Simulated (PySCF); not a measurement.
# Electron correlation in F (fluorine, neutral)

[He] 2s2 2p5, 2P determinant. All numbers are calculated (PySCF 2.14, the non-relativistic Hamiltonian (point nucleus), in aug-cc-pwCVQZ). Frozen: nothing; 9 electrons correlated.

MP2 pair energies summed by pair of shells (mhartree):

```
 pair   energy  share (%)
2p-2p  -136.62       47.5
2s-2p   -79.18       27.5
1s-1s   -37.79       13.1
1s-2p   -17.13        5.9
2s-2s   -11.63        4.0
1s-2s    -5.51        1.9
```

Total MP2 correlation energy: -287.85 mhartree.

Same-spin part -61.32 and opposite-spin part -226.54 mhartree; SCS-MP2 scales them by 1/3 and 6/5 to -292.28 mhartree.
